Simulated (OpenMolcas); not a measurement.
Ru4+ among 6 point charges of -1.7 e arranged as an octahedron (Oh).

```yaml
Program: OpenMolcas 26.06
Method: CASSCF
Basis: ANO-RCC-VTZP [7s6p4d2f1g]
Scalar_Hamiltonian: DKH2, point nucleus
Active_space: 4 electrons in 5 orbitals (4d)
State_averaging: 2S+1 = 5 even, 5 roots; 2S+1 = 3 even, 45 roots; 2S+1 = 1 even, 50 roots
Spin-orbit_coupling: state interaction with AMFI integrals over the reference wave functions
```

All point charges move together. At R = 1.78 Å |10Dq| is 11506 cm-1, and at R = 1.96 Å it is 7285 cm-1.

Task: A third run gives 14752 cm-1. What distance was it run at?

Result: With a power law R^-n the two known points give n = -ln(7285 / 11506) / ln(1.96 / 1.78) = 4.74. Then R = 1.78 × (11506 / 14752)^(1/4.74) = 1.689 Å. The run was at 1.69 Å, so the estimate is off by -0.001 Å.

An orbital doublet at a regular site is open to a Jahn-Teller distortion, which this geometry leaves out. Without dynamic correlation the repulsion within the d shell is too large (B by tens of per cent), so at a given field states of lower spin stand too high. This shell can be high or low spin here, a state of another spin lies low, and with metal d orbitals alone active their balance is uncertain, so the ground spin may be wrong. Point charges give a weaker field than real ligands, and real ions of this kind are as a rule low spin; the high spin found here belongs to the model. This field is weak: 10Dq is about 14752 cm-1, while octahedral complexes of 4d ions of charge 3 and more, computed by the same method with explicit ligands, had a median near 25000 cm-1. Ground spin and moment need not be those of a real site (figures for R = 1.69; the like holds for R = 1.78, R = 1.96). Point charges carry no covalency, so the field is a model and not that of real ligands. No measured value stands beside these numbers.
